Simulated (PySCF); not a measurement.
Compound: C6H15FSi2.
Atom-mapped SMILES: `[CH3:1][SiH2:2][CH2:3][C@@H:4]1[CH2:5][CH2:6][SiH2:7][C@@H:8]1[F:9]`

Geometry (GFN2-xTB, Å), atoms numbered from 1 in this order:
```
atom  x, y, z in Å
C1    -3.921   -0.609   -0.039
Si2   -2.167   -0.657   -0.760
C3    -0.979    0.045    0.553
C4     0.500   -0.200    0.269
C5     1.406    0.418    1.339
C6     2.867    0.217    0.924
Si7    2.869    0.505   -0.960
C8     0.954    0.355   -1.083
F9     0.414    1.624   -1.282
H10   -4.228    0.408    0.186
H11   -3.993   -1.185    0.879
H12   -4.639   -1.021   -0.741
H13   -2.126    0.125   -2.000
H14   -1.789   -2.049   -1.061
H15   -1.213   -0.384    1.531
H16   -1.138    1.122    0.642
H17    0.689   -1.280    0.235
H18    1.206   -0.022    2.318
H19    1.187    1.486    1.402
H20    3.523    0.884    1.480
H21    3.179   -0.802    1.161
H22    3.288    1.844   -1.366
H23    3.541   -0.554   -1.715
H24    0.561   -0.250   -1.905
```

Probes without a nucleus sit at each ring's centroid and 1 Å off its mean plane on both sides; NICS is minus the shielding there, NICSzz its component along the normal. Level: GIAO PBE0/pcSseg-1 (PySCF, non-relativistic, gas phase) on the GFN2-xTB geometry, one conformer.

Ring bond lengths (Å), with Mayer bond orders in brackets: C4–C5 1.533 (0.98), C5–C6 1.532 (1.04), C6–Si7 1.905 (0.93), Si7–C8 1.925 (0.85), C8–C4 1.531 (0.99).

**Question.** What do the NICS probes read (ppm)?

**Answer.** 
| ring | type | NICS(0) | NICS(1), two faces | NICS(1)zz, two faces | rms pucker (Å) | centre to ring atoms, mean (Å) |
| --- | --- | --- | --- | --- | --- | --- |
| C4–C5–C6–Si7–C8 | 5-membered ring with Si; formal bonds all single | -3.6 | -4.4 / -2.8 | -2.6 / 0.2 | 0.20 | 1.40 |

**Question.** What do they say, and how far can they be read as aromaticity?

**Answer.** 
- C4–C5–C6–Si7–C8: mean NICS(1)zz -1.2 ppm, near zero. C4, C5, C6, Si7, C8 have four or more neighbours, and the NICS criterion for π rings isn't applied.

**Question.** At the second NICS(1) probe listed for ring C4–C5–C6–Si7–C8, 1 Å off the ring, what do the in-plane components average?

**Answer.** The isotropic value is a third of the trace: (3 × -2.8 − (0.2))/2 = -4.3 ppm.

**Question.** Give the inner angles of the rings and the Hirshfeld charges of the ring atoms.

**Answer.** 
- C4–C5–C6–Si7–C8: C4 107.2° (-0.035 e), C5 108.8° (-0.072 e), C6 104.4° (-0.161 e), Si7 92.9° (+0.339 e), C8 105.5° (-0.026 e); sum 518.8° against 540° for a flat convex ring.
